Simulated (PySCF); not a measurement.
[CuBr2]-: 4 charge schemes on one density

Species: [CuBr2]- (charge -1 and singlet state).
Structure used (PBE0-D3(BJ)/def2-SVP), in Å, numbered top down from 1:
```
atom  x, y, z in Å
Cu1   -0.0002   -0.0001    0.0001
Br2   -0.0179   -0.0225    2.2772
Br3    0.0180    0.0226   -2.2773
```

Density: PBE0/pcSseg-1 (pcSseg-2 on Cu) (PySCF); schemes: Mulliken, IAO, Hirshfeld and ESP-fitted. Isolated species at its PBE0-D3(BJ)/def2-SVP geometry, gas phase. The calculation is non-relativistic, for bromine too. The pcSseg-1 basis has no diffuse functions, a weakness for an anion.

For which atoms does the sign change between the 4 schemes (beyond +0.03 e in one, beyond −0.03 e in another)?

For none.

Do the Mulliken, IAO, Hirshfeld and ESP-fitted schemes agree on where the charge is lowest?

All schemes agree: Mulliken Br2 and Br3 (-0.608); IAO Br2 and Br3 (-0.731); Hirshfeld Br2 and Br3 (-0.531); ESP-fitted Br2 and Br3 (-0.597).

At which atom do the 4 schemes differ most?

At Cu1: from +0.062 (Hirshfeld) to +0.462 e (IAO), 0.400 e apart.

Tabulate the Mulliken, IAO, Hirshfeld and ESP-fitted charges.

In e:

```csv
atom,environment,Mulliken,IAO,Hirshfeld,ESP-fitted
Cu1,copper bonded to 2 Br,+0.217,+0.462,+0.062,+0.194
Br2,bromine bonded to Cu,-0.608,-0.731,-0.531,-0.597
Br3,bromine bonded to Cu,-0.608,-0.731,-0.531,-0.597
```

Mean size of the charges over all atoms: IAO 0.641 e, Mulliken 0.478 e, ESP-fitted 0.462 e, Hirshfeld 0.375 e. Each set sums to the total charge, -1, to within 0.001 e. The Hirshfeld scheme divides the density at each point in proportion to the densities of the neutral, spherically averaged free atoms.

How many electrons does the IAO scheme count on Br2?

Z − q = 35 − (-0.731) = 35.731.

Sum the charges by element, for elements with more than one atom.

```
element  atoms  Mulliken     IAO  Hirshfeld  ESP-fitted
     Br      2    -1.217  -1.462     -1.062      -1.194
```
